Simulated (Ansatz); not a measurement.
`CS[SiH](F)F` → `F[SiH2]C(F)S`  (isomerisation)

Program: Ansatz. Geometries: PBE0-D4/def2-TZVP. ΔE: electronic, gas phase. CCSD(T)/CBS adds triple-zeta CCSD(T) − MP2 to the extrapolated MP2 energy (def2 sets, frozen cores). Each species was taken in one conformer, which may not be the lowest.

```tsv
species	CCSD/CBS(def2) energy (Eh)
`CS[SiH](F)F`	-927.02956
`F[SiH2]C(F)S`	-926.90821
```

Task: Work out ΔE.

Result: ΔE = (-926.90821) − (-927.02956) = 0.12135 Eh = +3.30 eV. CCSD(T)/CBS gives +3.28 eV.

Largest T1 diagnostic among the species: 0.012.

From PBE to PBE0 (25 % exact exchange), in def2-TZVPP and without D4, ΔE moves by +0.12 eV.
